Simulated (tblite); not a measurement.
C₄HF₄PS.
Numbering: `[F:1][c:2]1[p:3][cH:4][s:5][c:6]1[C:7]([F:8])([F:9])[F:10]` (hydrogens: H11 on C4)

Computed geometry: GFN2-xTB, gas phase.

(1) List the bond lengths, angles and torsions at this level.

## Answers

(1) 
| bond | length (bohr) | order |
| --- | --- | --- |
| F1–C2 | 2.525 | single |
| C2–P3 | 3.357 | aromatic |
| P3–C4 | 3.226 | aromatic |
| C4–S5 | 3.230 | aromatic |
| S5–C6 | 3.244 | aromatic |
| C6–C7 | 2.825 | single |
| C7–F8, C7–F9, C7–F10 | 2.534 | single |
| C2–C6 | 2.582 | aromatic |
| C4–H11 | 2.032 | single |

Bonds in one row agree within 0.02 bohr and their mean is given. Orders are formal, as drawn. A selection of angles:
| angle | degrees |
| --- | --- |
| F1–C2–P3 | 120.5 |
| F1–C2–C6 | 120.7 |
| P3–C2–C6 | 118.9 |
| C2–P3–C4 | 90.8 |
| P3–C4–S5 | 120.3 |
| C4–S5–C6 | 94.4 |
| S5–C6–C7 | 119.8 |
| C2–C6–S5 | 115.5 |
| C2–C6–C7 | 124.6 |
| C6–C7–F8 | 112.5 |
| F8–C7–F9 | 106.5 |

Dihedral angles: S5–C6–C7–F8 -124° (anticlinal). The mirror-image conformer, all signs reversed, is as good.

The 5-membered ring C2–P3–C4–S5–C6 has internal angles of 90.8° to 120.3°; it is planar, 0.00 Å rms from its mean plane, widest ring torsion 0°. The C–C distances run from 1.366 Å (C2–C6, aromatic) to 1.495 Å (C6–C7, drawn single), a spread of 0.129 Å. Of the pairs four or more bonds apart, F1···F8 is among the closest relative to their van der Waals radii: 2.96 Å, 101 % of the sum of Bondi's values. The 2 C–P bonds span 1.707 Å (P3–C4, aromatic) to 1.776 Å (C2–P3, aromatic), a spread of 0.069 Å.

Point group: near Cs, missed by 0.13 Å at most; the miss may be what the optimiser left on a soft mode. Its GFN2-xTB frequencies are all real (lowest 20 cm⁻¹). 2 starts were optimised and ended at 0.00 and 0.51 kcal/mol (GFN2-xTB); the lowest of these is shown.
